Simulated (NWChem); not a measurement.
The numbers come from NWChem runs, not from measurements. System: CH₃N₂S, charge 0, spin multiplicity 2, at a geometry optimised with UPBE/def2-SVP. The structure started from a generated list of species. Its SCF solution wasn't tested for a lower state. Level: UB3LYP/def2-SVPD, VWN1-RPA local correlation.

Job file:

```
start mol
memory heap 200 mb stack 900 mb global 1100 mb
geometry units angstroms nocenter noautoz noautosym
  N      0.931717    -1.021474     0.755694
  C     -0.071168    -0.313266     0.278897
  N     -1.356362    -0.711635     0.469229
  S      0.324642     1.027578    -0.741781
  H      1.797306    -0.468030     0.843240
  H     -1.509105    -1.614640     0.922683
  H     -2.082942    -0.347222    -0.145264
end
basis spherical
  * library def2-svpd
end
dft
  xc b3lyp
  odft
  mult 2
  semidirect memsize 60000000 filesize 0
  iterations 100
end
task dft energy
```

NWChem printed:

```
             Northwest Computational Chemistry Package (NWChem) 7.3.0
             --------------------------------------------------------

                                NWChem Input Module
                                -------------------

 Scaling coordinates for geometry "geometry" by  1.889725989
 (inverse scale =  0.529177249)

                             Geometry "geometry" -> ""
                             -------------------------

 Output coordinates in angstroms (scale by  1.889725989 to convert to a.u.)

  No.       Tag          Charge          X              Y              Z
 ---- ---------------- ---------- -------------- -------------- --------------
    1 N                    7.0000     0.93171700    -1.02147400     0.75569400
    2 C                    6.0000    -0.07116800    -0.31326600     0.27889700
    3 N                    7.0000    -1.35636200    -0.71163500     0.46922900
    4 S                   16.0000     0.32464200     1.02757800    -0.74178100
    5 H                    1.0000     1.79730600    -0.46803000     0.84324000
    6 H                    1.0000    -1.50910500    -1.61464000     0.92268300
    7 H                    1.0000    -2.08294200    -0.34722200    -0.14526400

 Effective nuclear repulsion energy (a.u.)     146.8303884541

            Nuclear Dipole moment (a.u.)
            ----------------------------
        X                 Y               Z
 ---------------- ---------------- ----------------
     0.0000151178    -0.0000056692     0.0000113384


 Summary of "ao basis" -> "" (spherical)
 ------------------------------------------------------------------------------
       Tag                 Description            Shells   Functions and Types
 ---------------- ------------------------------  ------  ---------------------
 *                         def2-svpd                  on all atoms

                                 NWChem DFT Module
                                 -----------------

 Summary of "ao basis" -> "ao basis" (spherical)
 ------------------------------------------------------------------------------
       Tag                 Description            Shells   Functions and Types
 ---------------- ------------------------------  ------  ---------------------
 N                         def2-svpd                 8       20   4s2p2d
 C                         def2-svpd                 8       20   4s2p2d
 S                         def2-svpd                11       27   5s4p2d
 H                         def2-svpd                 4        8   2s2p

 Summary of "ao basis" -> "ao basis" (spherical)
 ------------------------------------------------------------------------------
       Tag                 Description            Shells   Functions and Types
 ---------------- ------------------------------  ------  ---------------------
 N                         def2-svpd                 8       20   4s2p2d
 C                         def2-svpd                 8       20   4s2p2d
 S                         def2-svpd                11       27   5s4p2d
 H                         def2-svpd                 4        8   2s2p

            General Information
            -------------------
          SCF calculation type: DFT
          Wavefunction type:  spin polarized.
          No. of atoms     :     7
          No. of electrons :    39
           Alpha electrons :    20
            Beta electrons :    19
          Charge           :     0
          Spin multiplicity:     2
          Use of symmetry is: off; symmetry adaption is: off
[...]
    74      0.400797  4 S  pz                72      0.332922  4 S  px
    71      0.306955  4 S  pz                 4      0.254542  1 N  s
    69      0.254770  4 S  px                 6      0.230020  1 N  py
    68      0.170749  4 S  pz                24     -0.161575  2 C  s
    73      0.160949  4 S  py                 7      0.157856  1 N  pz

 Vector   20  Occ=0.000000D+00  E=-1.646813D-01
              MO Center=  4.3D-01,  3.8D-01, -1.8D-01, r^2= 3.2D+00
   Bfn.  Coefficient  Atom+Function         Bfn.  Coefficient  Atom+Function
  ----- ------------  ---------------      ----- ------------  ---------------
    72      0.394987  4 S  px                 7     -0.327625  1 N  pz
    73     -0.314135  4 S  py                69      0.280357  4 S  px
     4      0.257024  1 N  s                 70     -0.244656  4 S  py
    10      0.218070  1 N  pz                66      0.158682  4 S  px
    89     -0.148634  5 H  s                 67     -0.136275  4 S  py

 Vector   21  Occ=0.000000D+00  E=-1.413100D-02
              MO Center=  1.1D-01, -3.0D-01,  1.2D-01, r^2= 3.8D+00
   Bfn.  Coefficient  Atom+Function         Bfn.  Coefficient  Atom+Function
  ----- ------------  ---------------      ----- ------------  ---------------
    27      0.401238  2 C  pz                26      0.328155  2 C  py
    30      0.316044  2 C  pz                29      0.309604  2 C  py
     7      0.260217  1 N  pz                74     -0.239126  4 S  pz
    89     -0.225715  5 H  s                  4      0.221775  1 N  s
    77     -0.222544  4 S  pz                10     -0.208137  1 N  pz

 Vector   22  Occ=0.000000D+00  E= 4.896207D-03
              MO Center= -1.2D+00, -2.8D-01,  8.0D-02, r^2= 7.8D+00
   Bfn.  Coefficient  Atom+Function         Bfn.  Coefficient  Atom+Function
  ----- ------------  ---------------      ----- ------------  ---------------
    44      3.685960  3 N  s                105     -1.431442  7 H  s
    24     -1.402177  2 C  s                 97     -1.403624  6 H  s
    65      1.308901  4 S  s                  4      1.125210  1 N  s
    89     -0.687131  5 H  s                109     -0.616188  7 H  px
   102     -0.547172  6 H  py                76     -0.400483  4 S  py

   alpha - beta orbital overlaps
   -----------------------------

   alpha      1      2      3      4      5      6      7      8      9     10
    beta      1      2      3      4      5      7      6      8      9     10
 overlap   1.000  1.000  1.000  1.000  1.000  0.879  0.893  0.986  0.997  0.996

   alpha     11     12     13     14     15     16     17     18     19     20
    beta     11     12     13     14     15     16     17     18     20     19
 overlap   0.997  0.998  0.998  0.996  0.903  0.898  0.788  0.763  0.975  0.977

   alpha     21     22     23     24     25     26     27     28     29     30
    beta     21     22     23     24     25     26     27     28     29     30
 overlap   0.993  0.999  0.997  0.997  0.996  0.994  0.993  0.982  0.990  0.972

   alpha     31     32     33     34     35     36     37     38     39     40
    beta     31     32     33     34     35     36     37     38     39     40
 overlap   0.965  0.978  0.978  0.993  0.974  0.967  0.978  0.983  0.989  0.996

   alpha     41     42     43     44     45     46     47     48     49     50
    beta     41     42     43     44     45     46     47     48     49     50
 overlap   0.998  0.999  0.999  0.994  0.992  0.992  0.997  0.995  0.985  0.989

   alpha     51     52     53     54     55     56     57     58     59     60
    beta     51     52     53     54     55     56     57     58     59     60
 overlap   0.991  0.992  0.992  0.993  0.997  0.989  0.983  0.994  0.997  0.996

   alpha     61     62     63     64     65     66     67     68     69     70
    beta     61     62     63     64     65     67     66     68     69     70
 overlap   0.996  0.993  0.990  0.998  0.996  0.771  0.751  0.917  0.868  0.929

   alpha     71     72     73     74     75     76     77     78     79     80
    beta     71     72     73     74     75     76     77     78     79     80
 overlap   0.994  0.968  0.970  0.992  0.992  0.993  0.991  0.988  0.984  0.996

   alpha     81     82     83     84     85     86     87     88     89     90
    beta     81     82     83     84     85     86     87     88     89     90
 overlap   0.995  0.999  1.000  0.999  0.998  0.999  1.000  0.999  1.000  0.999

   alpha     91     92     93     94     95     96     97     98     99    100
    beta     91     92     93     94     95     96     97     98     99    100
 overlap   0.999  0.998  0.997  0.993  0.995  0.999  0.998  1.000  0.998  0.999

   alpha    101    102    103    104    105    106    107    108    109    110
    beta    101    102    103    104    105    106    107    108    109    110
 overlap   0.998  0.997  0.994  0.994  0.998  0.999  0.999  0.999  0.992  0.992

   alpha    111
    beta    111
 overlap   1.000

     --------------------------
     Expectation value of S2:
     --------------------------
      <S2> =      0.7644 (Exact =     0.7500)

 center of mass
 --------------
 x =   0.04460515 y =   0.05988662 z =  -0.03989719

 moments of inertia (a.u.)
 ------------------
         323.903977168294         -47.863651493685          23.296818157052
         -47.863651493685         294.247785569120         152.492012013728
          23.296818157052         152.492012013728         395.545459301885

     Multipole analysis of the density
     ---------------------------------

     L   x y z        total         alpha         beta         nuclear
     -   - - -        -----         -----         ----         -------
     0   0 0 0     -0.000000    -20.000000    -19.000000     39.000000

     1   1 0 0     -0.803979     -0.919326      0.115332      0.000015
     1   0 1 0     -0.199718     -0.421442      0.221730     -0.000006
     1   0 0 1      0.171755      0.231073     -0.059329      0.000011

     2   2 0 0    -19.124071    -65.324468    -62.780356    108.980753
     2   1 1 0      2.404709    -12.187836    -13.563754     28.156300
     2   1 0 1      0.167345      5.350488      5.790210    -10.973353
     2   0 2 0    -24.599089    -70.926929    -65.371446    111.699286
     2   0 1 1     -0.079250     41.380806     38.156586    -79.616642
     2   0 0 2    -24.678115    -43.369797    -39.847955     58.539637

 Task  times  cpu:       13.9s     wall:       13.9s

 Total times  cpu:       14.0s     wall:       14.0s
```
